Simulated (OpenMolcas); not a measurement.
## Rh⁺: effect of the basis set

- Program: OpenMolcas
- Method: SS-CASPT2, IPEA 0.25 Eh, imaginary shift 0.1 Eh (closed shells correlated: 4s 4p)
- Active space: 8 electrons in 5 orbitals (4d)
- State averaging: 2S+1 = 3 even, 10 roots; 2S+1 = 1 even, 15 roots
- Spin-orbit coupling: state interaction with AMFI integrals over the reference wave functions, term energies averaged over their components

A. ANO-R1 [6s4p3d1f], X2C, finite nucleus; CASPT2 step roughly 4 core-seconds
B. ANO-RCC-VDZP [6s5p3d1f], DKH2, point nucleus; CASPT2 step about 4 core-seconds
C. ANO-R2 [7s5p4d2f1g], X2C, finite nucleus; CASPT2 step about 5 core-seconds
D. ANO-RCC-VTZP [7s6p4d2f1g], DKH2, point nucleus; CASPT2 step roughly 3 core-seconds
E. ANO-R3 [8s6p5d3f2g1h], X2C, finite nucleus; CASPT2 step about 20 core-seconds
F. ANO-RCC-VQZP [8s7p5d3f2g1h], DKH2, point nucleus; CASPT2 step roughly 11 core-seconds

Energies in eV above 4d8 3F4, the measured ground level; measured values from NIST Handbook of Basic Atomic Spectroscopic Data.

```json
{"Level": "4d8 3F4", "A": "0.0000", "B": "0.0000", "C": "0.0000", "D": "0.0000", "E": "0.0000", "F": "0.0000", "Measured": "0.0000"}
{"Level": "4d8 3F3", "A": "0.296", "B": "0.300", "C": "0.296", "D": "0.294", "E": "0.298", "F": "0.299", "Measured": "0.2977"}
{"Level": "4d8 3F2", "A": "0.447", "B": "0.451", "C": "0.439", "D": "0.438", "E": "0.438", "F": "0.441", "Measured": "0.4440"}
{"Level": "4d8 3P2 [56 %]", "A": "1.627", "B": "1.610", "C": "1.469", "D": "1.475", "E": "1.457", "F": "1.467", "Measured": ""}
{"Level": "4d8 3P1", "A": "1.638", "B": "1.618", "C": "1.435", "D": "1.441", "E": "1.429", "F": "1.438", "Measured": "1.3037"}
{"Level": "4d8 3P0", "A": "1.667", "B": "1.647", "C": "1.464", "D": "1.470", "E": "1.457", "F": "1.467", "Measured": "1.3342"}
{"Level": "4d8 1G4", "A": "2.094", "B": "2.066", "C": "1.884", "D": "1.902", "E": "1.840", "F": "1.865", "Measured": "1.8418"}
{"Level": "4d8 1S0", "A": "4.608", "B": "4.552", "C": "4.402", "D": "4.418", "E": "4.357", "F": "4.372", "Measured": ""}
```

Deviations, from unrounded energies. A percentage is the sum of absolute deviations over the sum of measured energies, with the sign that they share, or ± where signs differ.

```csv
Against measurement,Levels,A,B,C,D,E,F
mean absolute deviation (cm-1),5,1500,1400,500,550,410,470
fine structure of the ground term (%),2,±0.6,+1.2,-1.0,-1.3,-0.8,±0.6
other terms of the ground configuration (%),3,+20.5,+19.0,+6.8,+7.4,±5.6,+6.5
```

E lies closest to measurement on these levels and A furthest from it. The largest miss of E in the table is 4d8 3P1, by +1000 cm-1. The ranking rests on the paired levels alone, and a cruder setting can come out closer through cancelling errors.

The two smallest mean deviations differ by little beside CASPT2's spread within terms, so their order carries little weight.

Among A to F the level of the table that moves most is 4d8 1G4, by 2000 cm-1 (lowest in E, highest in A). Moves below CASPT2's spread within the term are not significant.

CASPT2 breaks the degeneracy within a term, and the mean is taken; among the terms shown or strongly mixed into the levels shown the widest spread is 830 cm-1 (4d8 3F, C). Configurations with an s electron lie low at this charge and mix in, so terms can be misplaced. Some terms miss by over 15 % even with CASPT2, which points to a basis or an active space too small for the shells correlated (holds for A; B). Computed and measured levels are paired by configuration, term and J; levels that our copy of the source lacks, or whose pairing is in doubt (as where it misses far off the trend of its configuration), stay unpaired and out of the deviations. Levels of configurations outside the active space are missing. Levels that lie high or do not pair safely by name in every column are left out.

A share in square brackets marks a mixed level and gives the weight of the term that names it, the lowest over the columns.
